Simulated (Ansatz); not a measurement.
Computed with Ansatz on PBE0-D4/def2-TZVP structures; ΔE is electronic, products minus reactants. CBS: MP2 limit from def2 TZ/QZ plus the TZ coupled-cluster correction, frozen cores. This one scheme is used for every species. DFT in def2-TZVPP. Each species was taken in one conformer, which may not be the lowest.

`C=CCC=O` + `C=CN[SiH3]` → `C=CCN([SiH3])C=C` + `C=O`  (substitution at a C–C bond)

**Question.** Is it downhill or uphill in electronic energy at CCSD(T)/CBS, and by how much? (An estimate is asked.)

**Answer.** Computed: Uphill: ΔE = +51.5 kJ/mol.

**Question.** What do these levels give: PBE-D4, r2SCAN-D4, r2SCAN, HF/def2-TZVPP, HF/def2-QZVPP, HF/CBS(def2)? (Estimate.)

**Answer.** Ansatz gave: PBE-D4 56.4, r2SCAN-D4 60.6, r2SCAN 63.8, HF/def2-TZVPP 70.9, HF/def2-QZVPP 70.9, HF/CBS(def2) 70.9 kJ/mol.

Largest T1 diagnostic among the species: 0.015.

The D4 term adds −15.1 kJ/mol with B3LYP and −8.9 kJ/mol with PBE0; it sums over pairs of atoms, weighted by their polarisabilities, and B3LYP, whose exchange is more repulsive, gets the larger term. In def2-TZVPP, CCSD(T) changes the Hartree–Fock value by −21.6 kJ/mol (the triples alone add −3.4 kJ/mol) and MP2 by −23.3 kJ/mol.

B3LYP here is the variant with VWN-RPA as its local correlation; programs differ in this.
